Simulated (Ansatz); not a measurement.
This geometry of ClGaH₄O (7 atoms, charge 0, multiplicity 1) is a first-order saddle point.

Level of theory: RKS BLYP/def2-TZVP (Ansatz 0.2.0).

```xyz
7
Properties=species:S:1:pos:R:3
Ga -1.008 0.177 -0.048
Cl 1.199 -1.923 0.351
H -1.659 -0.546 -1.267
H -1.549 0.582 1.367
H 1.318 -0.654 -0.111
O 0.681 0.870 -0.478
H 1.018 1.496 0.187
```

Question: Which two structures does it join? (They come from a converged band through this point; their orientation in space is the band's.)

Answer: Bonds broken: Ga1–Cl2, H5–O6. Bonds formed: Cl2–H5. ClGaH4O becomes ClH + GaH3O.

Image 0:

```xyz
7
Properties=species:S:1:pos:R:3
Ga -0.931 -0.352 0.069
Cl 0.432 -2.068 0.575
H -1.629 -0.507 -1.324
H -1.380 0.478 1.327
H 1.542 0.116 -0.361
O 0.880 0.831 -0.482
H 1.086 1.502 0.196
```

Image 6:

```xyz
7
Properties=species:S:1:pos:R:3
Ga -1.373 0.486 0.001
Cl 2.443 -1.961 -0.479
H -1.995 -0.751 -0.715
H -1.990 1.807 0.579
H 1.587 -0.987 -0.203
O 0.449 0.329 0.186
H 0.880 1.079 0.630
```

Question: How far does it lie above each of them?

Answer: 86.4 kJ/mol above the first and 6.3 kJ/mol above the second. This is the barrier of this one path; another mechanism may lie lower. The orbitals stay closed-shell, which can raise the energy where a bond breaks towards radicals; this wasn't checked here.

Time of the run: 120 s on 4 threads of Arm Neoverse N1 (shared host), peak memory 0.26 GiB.
